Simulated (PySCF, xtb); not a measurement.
1-chlorocyclobutene (C₄H₅Cl), SMILES ClC1=CCC1.

GFN2-xTB run with xtb 6.7.1 at its own geometry gives an orbital gap of 4.67 eV and a dipole moment of 1.82 D.

The structure is a stationary point at PBE-D3(BJ)/def2-SVP.

What does CAM-B3LYP/def2-TZVP run with PySCF give? (The exact figures need the calculation; the answer reports its results.)

gap 9.48 eV (levels -8.31 and 1.17 eV), dipole 1.65 D.
